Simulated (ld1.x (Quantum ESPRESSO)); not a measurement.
**Ne: one change to an RRKJ potential, before and after**

```json
{"Element": "Ne (Z = 10)", "Generator": "ld1.x (Quantum ESPRESSO) 7.5", "Type": "norm-conserving RRKJ (Kleinman–Bylander form)", "Functional": "PBE", "Relativity": "scalar-relativistic", "Frozen core": "[He]", "Valence charge": "8", "Reference configuration": "2s2 2p6", "Partial waves": "2s (bound): rc 0.70 bohr; 2p (bound): rc 1.25 bohr", "Local potential": "all-electron potential smoothed inside 0.95 bohr (lloc = -2)", "Core correction": "none"}
```

Change: local potential all-electron potential smoothed inside 1.24 bohr (lloc = -2).

Cutoffs: the cutoffs (Ry, on a coarse ladder) from which the occupation-weighted sum of valence levels, in a spherical-Bessel basis at the reference potential, stays within 10 and 1 mRy of its value at 400 Ry; they do not see the model core or the augmentation charge, which bear on the density cutoff. Errors are all-electron minus pseudo energies relative to the spin-unpolarised reference configuration.

Task: What does the change do?

Result: The potential gets neither clearly harder nor softer (180 Ry and 230 Ry → 180 Ry and 230 Ry); the bound ghost in s disappears; of the 6 tests that both files solve, the error grows in 4 and shrinks in 1 by more than 15 % and 0.3 meV (median size 89.9 → 102.6 meV). In the separable form a ghost depends on how the local part lies against the semilocal potential of the channel, so the choice of the local part can create or remove one.

| quantity | base | changed |
| --- | --- | --- |
| cutoff, loose | 180 Ry | 180 Ry |
| cutoff, tight | 230 Ry | 230 Ry |
| bound ghosts | s | none |
| error for 2s2 2p5, meV [ΔE 22.48 eV] | +1.6 | -0.1 |
| error for 2s2 2p4, meV [ΔE 65.74 eV] | +95 | +111 |
| error for 2s2 2p3, meV [ΔE 133.17 eV] | +544 | +660 |
| error for 2s1 2p6, meV [ΔE 45.88 eV] | -85 | -95 |
| error for 2s2 2p2, meV [ΔE 227.80 eV] | +1827 | +2219 |
| error for 2s2 2p5.5, meV [ΔE 8.87 eV] | -1.4 | -2.3 |
| s: phases at 1.35 bohr within 0.05 rad from the reference energy up to (Ry; the scan ends near 5) | 4.3 | to the end of the scan |
| p: phases at 1.35 bohr within 0.05 rad from the reference energy up to (Ry; the scan ends near 5) | 4.5 | 3.9 |

 A true bound ghost makes a file unfit for plane-wave use even where its test errors are small: the radial tests pick states by their node count and pass the ghost by.
